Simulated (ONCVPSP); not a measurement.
**What the settings do to the ONCV potential of carbon (C)**

Base potential:

| Quantity | Value |
| --- | --- |
| Element | carbon (C) |
| Generator | ONCVPSP 4.0.1 |
| Type | optimised norm-conserving Vanderbilt (ONCV) |
| Functional | PBE |
| Relativity | scalar-relativistic |
| Frozen core | [He] |
| Valence charge | 4 |
| Reference configuration | 2s2 2p1 (charge +1) |
| Partial waves | 2s: rc 1.00 bohr, ncon 4, nbas 8, qcut 6.7 1/bohr, 2 projectors, debl 0.6 Ha; 2p: rc 1.65 bohr, ncon 4, nbas 7, qcut 7.3 1/bohr, 2 projectors, debl 3.7 Ha; d scattering state at 0.35 Ha: rc 1.35 bohr, ncon 3, nbas 7, qcut 6 1/bohr, 2 projectors, debl 0.3 Ha |
| Local potential | polynomial inside 0.75 bohr (lpopt 3, dvloc0 -1 Ha) |
| Core correction | Teter function, fcfact 3.5, rcfact 1.4 |

In the s channel the program set the typed energies aside and used -0.947, 0.250 Ha.

All-electron outer shells of the reference configuration (PBE, scalar-relativistic, ld1.x):

```json
{"shell": "1s", "level (eV)": "-288.39", "outermost node (bohr)": "–", "outermost maximum (bohr)": "0.17"}
{"shell": "2s", "level (eV)": "-25.76", "outermost node (bohr)": "0.38", "outermost maximum (bohr)": "1.17"}
{"shell": "2p", "level (eV)": "-17.00", "outermost node (bohr)": "–", "outermost maximum (bohr)": "1.11"}
```

Cutoffs, loose and tight: the cutoffs (Ha) at which the residual kinetic energy of the hardest occupied pseudo-wave falls to 1 and 0.1 mHa per electron. They do not see the model core or the augmentation charge, which bear on the density cutoff. Test errors are all-electron minus pseudo excitation energies from the reference, over the configurations 2s2 2p2; 2s2 2p0; 2s1 2p0; 2s1 2p2. A dash means not determined; rows that change the core or the reference have their own tests.

| change | outcome | cutoff, loose | cutoff, tight | bound ghosts | GHOST(+) flags above zero | largest test error (meV) |
| --- | --- | --- | --- | --- | --- | --- |
| base | generated, projector energies reset by the program | 20 Ha | 42 Ha | none | d | +271 |
| core correction Teter function, fcfact 1.2, rcfact 1.4 | generated, projector energies reset by the program | 20 Ha | 42 Ha | none | d | +242 |
| core correction Teter function, fcfact 2.1, rcfact 1.4 | generated, projector energies reset by the program | 20 Ha | 42 Ha | none | d | +258 |
| core correction Teter function, fcfact 2.6, rcfact 1.4 | generated, projector energies reset by the program | 20 Ha | 42 Ha | none | d | +265 |
| core correction Teter function, fcfact 3.4, rcfact 1.4 | generated, projector energies reset by the program | 20 Ha | 42 Ha | none | d | +270 |
| core correction Teter function, fcfact 4, rcfact 1.4 | generated, projector energies reset by the program | 20 Ha | 42 Ha | none | d | +272 |
| core correction Teter function, fcfact 4.8, rcfact 1.4 | generated, projector energies reset by the program | 20 Ha | 42 Ha | none | d | +270 |
| core correction Teter function, fcfact 5.6, rcfact 1.4 | generated, projector energies reset by the program | 20 Ha | 42 Ha | none | d | +265 |
| core correction Teter function, fcfact 6.4, rcfact 1.4 | generated, projector energies reset by the program | 20 Ha | 42 Ha | none | d | +259 |
| core correction Teter function, fcfact 6.9, rcfact 1.4 | generated, projector energies reset by the program | 20 Ha | 42 Ha | none | d | +255 |
| core correction Teter function, fcfact 7.5, rcfact 1.4 | generated, projector energies reset by the program | 20 Ha | 42 Ha | none | d | +249 |

Reading the sweep of the fcfact (base included, trends over the rows without a ghost): The loose cutoff stays near 20 Ha. The median size of the test errors (rows with all tests solved) stays near 46.4 meV.
